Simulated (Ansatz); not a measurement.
Calculated with Ansatz (gas phase, PBE0-D4/def2-TZVP geometries, no zero-point term in ΔE). CCSD(T)/CBS adds triple-zeta CCSD(T) − MP2 to the extrapolated MP2 energy (def2 sets, frozen cores). This one scheme is used for every species. Functionals use def2-TZVPP. B3LYP here is the variant with VWN-RPA as its local correlation; programs differ in this. Each species was taken in one conformer, which may not be the lowest.

Consider the ligand exchange at the Al–O bond: `C=C([SiH3])[O][AlH][F]` + H–F → `[F][AlH][F]` + `C=C(O)[SiH3]`.

| level | ΔE (kJ/mol) | difference from CCSD(T)/CBS |
| --- | --- | --- |
| PBE-D4 | -51.6 | -2.3 |
| r2SCAN-D4 | -53.5 | -4.2 |
| B3LYP-D4 | -48.4 | 0.9 |
| ωB97X-V | -52.7 | -3.4 |
| ωB97M-V | -52.2 | -2.9 |
| B2PLYP | -54.2 | -4.9 |
| PBE | -57.4 | -8.1 |
| r2SCAN | -55.2 | -5.9 |
| B3LYP | -57.7 | -8.4 |
| MP2/def2-TZVPP | -47.5 | 1.8 |
| SCS-MP2/def2-TZVPP | -50.0 | -0.7 |
| CCSD(T)/def2-TZVPP | -48.7 | 0.6 |
| HF/def2-QZVPP | -56.6 | -7.3 |
| SCS-MP2/def2-QZVPP | -51.0 | -1.7 |
| MP2/CBS(def2) | -48.1 | 1.2 |
| CCSD/CBS(def2) | -50.2 | -0.9 |
| CCSD(T)/CBS | -49.3 | 0 |

Largest T1 diagnostic among the species: 0.013.

In def2-TZVPP, CCSD(T) changes the Hartree–Fock value by +6.1 kJ/mol (the triples alone add +0.9 kJ/mol) and MP2 by +7.3 kJ/mol. The D4 term adds +9.3 kJ/mol with B3LYP and +5.4 kJ/mol with PBE0; it sums over pairs of atoms, weighted by their polarisabilities, and B3LYP, whose exchange is more repulsive, gets the larger term.
